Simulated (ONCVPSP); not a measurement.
V: variants of one ONCV potential

Base potential:

| Property | Result |
| --- | --- |
| Element | vanadium (V) |
| Generator | ONCVPSP 4.0.1 |
| Type | optimised norm-conserving Vanderbilt (ONCV) |
| Functional | LDA (Perdew-Wang 92) |
| Relativity | scalar-relativistic |
| Frozen core | [Ne] 3s2 |
| Valence charge | 11 |
| Reference configuration | 3p6 3d3 4s2 |
| Partial waves | 4s: rc 2.70 bohr, ncon 3, nbas 6, qcut 2.4 1/bohr, 2 projectors, debl 0.9 Ha; 3p: rc 1.40 bohr, ncon 3, nbas 7, qcut 8.7 1/bohr, 2 projectors, debl 2.7 Ha; 3d: rc 1.75 bohr, ncon 3, nbas 8, qcut 8.9 1/bohr, 2 projectors, debl 3.6 Ha |
| Local potential | polynomial inside 1.35 bohr (lpopt 3, dvloc0 0 Ha) |
| Core correction | Teter function, fcfact 5.5, rcfact 1.6 |

All-electron outer shells of the reference configuration (LDA (PZ), scalar-relativistic, ld1.x):

| shell | level (eV) | outermost node (bohr) | outermost maximum (bohr) |
| --- | --- | --- | --- |
| 3s | -69.83 | 0.38 | 0.82 |
| 3p | -43.95 | 0.35 | 0.84 |
| 3d | -5.38 | – | 0.88 |
| 4s | -4.85 | 1.17 | 2.72 |

Cutoffs, loose and tight: the cutoffs (Ha) at which the residual kinetic energy of the hardest occupied pseudo-wave falls to 1 and 0.1 mHa per electron. They do not see the model core or the augmentation charge, which bear on the density cutoff. Test errors are all-electron minus pseudo excitation energies from the reference, over the configurations 3p6 3d3 4s1; 3p6 3d3 4s0; 3p6 3d2 4s0; 3p5 3d3 4s2. A dash means not determined; rows that change the core or the reference have their own tests.

A true bound ghost makes a file unfit for plane-wave use even where its test errors are small: the radial tests pick states by their node count and pass the ghost by.

| change | outcome | cutoff, loose | cutoff, tight | bound ghosts | GHOST(+) flags above zero | largest test error (meV) |
| --- | --- | --- | --- | --- | --- | --- |
| base | generated | 29 Ha | 33 Ha | none | s | -125 |
| d: rc 1.24; local potential polynomial inside 1.24 bohr (lpopt 3, dvloc0 0 Ha) | generated | 40 Ha | 164 Ha | s | none | -140 |
| d: rc 1.6 | generated | 31 Ha | 35 Ha | none | s | +106 |
| d: rc 1.68 | generated | 30 Ha | 34 Ha | none | s | -115 |
| d: rc 1.86 | generated | 28 Ha | 32 Ha | none | s | -141 |
| d: rc 2.18 | generated | 25 Ha | 29 Ha | none | s | -191 |
| d: rc 2.34 | generated | 24 Ha | 28 Ha | none | s | -219 |
| d: rc 2.58 | generated | 24 Ha | 28 Ha | none | s | -232 |

Problem. What comes out with this change to the base: d: rc 1.4?

Solution. outcome: generated; cutoff, loose: 35 Ha; cutoff, tight: 41 Ha; bound ghosts: none; GHOST(+) flags above zero: s; largest test error (meV): +93.

Problem. What comes out with this change to the base: d: rc 2.06?

Solution. outcome: generated; cutoff, loose: 26 Ha; cutoff, tight: 30 Ha; bound ghosts: none; GHOST(+) flags above zero: s; largest test error (meV): -171.

Reading the sweep of the d radius (base included, trends over the rows without a ghost): The loose cutoff falls from 35 Ha at 1.4 to 24 Ha at 2.58 bohr. A larger radius leaves more room for a smooth pseudo-wave, so fewer plane waves are needed; a smaller one forces it to follow the all-electron wave where it bends sharply. The median size of the test errors (rows with all tests solved) rises from 51.4 meV at 1.4 to 96.6 meV at 2.58 bohr. More of the atom is replaced by a form fitted at one configuration, so other configurations suffer as the radius grows. Bound ghosts are found at 1.24 bohr.
